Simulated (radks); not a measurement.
Values are calculated unless marked as measured or tabulated.
Lu8+, configuration [Kr] 4d10 4f13 5s2 5p2 (the NIST ground configuration). Level of theory: scalar-relativistic Kohn-Sham, PBE, spin-polarised, spherical densities, finite nucleus; open shells are filled with parallel spins first (spin-orbit coupling, left out, can overturn this in heavy ions); Fermi nuclear charge, rms radius 5.37 fm (a radial shooting solver on a logarithmic mesh with Libxc functionals).

Unscreened Slater integrals over Kohn-Sham orbitals (hartree). They are taken over the spin-up orbitals.

integral      value
F0(4f,4f)    1.4065
F2(4f,4f)   0.67801
F4(4f,4f)   0.42715
F6(4f,4f)   0.30778
F0(4f,5p)   0.88390
F2(4f,5p)   0.30397
G2(4f,5p)   0.14032
G4(4f,5p)   0.11386
F0(4f,5s)   0.96552
G3(4f,5s)   0.16446
F0(4f,4d)    1.5126
F2(4f,4d)   0.73349
F4(4f,4d)   0.46984
G1(4f,4d)   0.85792
G3(4f,4d)   0.54298
G5(4f,4d)   0.38502
F0(5p,5p)   0.73650
F2(5p,5p)   0.40311
F0(5p,5s)   0.77487
G1(5p,5s)   0.52632
F0(5p,4d)   0.91048
F2(5p,4d)   0.26999
G1(5p,4d)  0.076625
G3(5p,4d)  0.075592
F0(5s,5s)   0.82271
F0(5s,4d)   0.99990
G2(5s,4d)   0.10881
F0(4d,4d)    1.6512
F2(4d,4d)   0.83895
F4(4d,4d)   0.56153

Derived for the open shells (J is the average intra-shell exchange parameter used in DFT+U). 4f: F4/F2 = 0.630, F6/F2 = 0.454, J = (286 F2 + 195 F4 + 250 F6)/6435 = 0.05503 hartree. 5p: J = F2/5 = 0.08062 hartree.
